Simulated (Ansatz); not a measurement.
Input file for Ansatz (a program for electronic structure): R-SVWN5/def2-TZVPP on I2, 2S+1 = 1, a spin state set in the input, which need not be the lowest, a point of a bond scan (R = 2.666 Å). Elements past Kr take the def2 small-core potentials; no spin–orbit coupling.

Ansatz 0.2 input:
```yaml
crystal:
  periodic: [false, false, false]
  atoms:
    - {symbol: I, position_ang: [0.00000000, 0.00000000, 0.00000000]}
    - {symbol: I, position_ang: [0.00000000, 0.00000000, 2.66639000]}
basis:
  gaussian:
    orbitals: def2-TZVPP
    pivot_positions_ang: [[0.00000000, 0.00000000, 0.00000000], [0.00000000, 0.00000000, 2.66639000]]
hamiltonian:
  xc: {name: SVWN5}
output: {forces: true, orbitals: {seedname: ./end}}
```

Question: Give the final energy of this run.

Answer: -594.6198 hartree.
